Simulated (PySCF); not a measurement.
Al(Br)2(OH), HAlBr2O, SMILES [OH][Al]([Br])[Br], B3LYP/def2-SVP optimised geometry. Atoms within 1.6 Å of the plane z = 1.2 Å (x, y, z in Å): Al1 (-0.47, -0.14, 0.00), Br2 (-1.56, -2.10, 0.00), Br3 (1.78, -0.14, 0.00), O4 (-1.30, 1.29, 0.00), H5 (-1.78, 2.10, 0.00).

Calculation: B3LYP/def2-TZVP run with PySCF 2.14.0.

Map of the electron localisation function on the plane z = 1.2 Å:

```
|000000000000000000000000000|
|000000000000000000000000000|
|000000000000000000000000000|
|000000000000000000000000000|
|000000000000000000000000000|
|000000000000000000000000000|
|000000001111100000000000000|
|000000011233200000000000000|
|000000023455300001221000000|
|000000135676300024554210000|
|000000246776200146776420000|
|000000135664101468998631000|
|000000012332114689999741000|
|000000000110026789999752000|
|000000000111125789999752000|
|000001224553113678999741000|
|000024567776311368888631000|
|000136788887410136776420000|
|000147899987510013443200000|
|000247999998620000111000000|
|000146899998630000000000000|
|000025789998630000000000000|
|000013567876520000000000000|
|000001245554210000000000000|
|000000012221000000000000000|
|000000000000000000000000000|
|000000000000000000000000000|
```
Scale: ten equal steps from 0.000 (start of '0') to 0.827 (end of '9'), in the order '0123456789'; x runs from -4.50 to 4.50, y from -4.50 (bottom) to 4.50 (top).
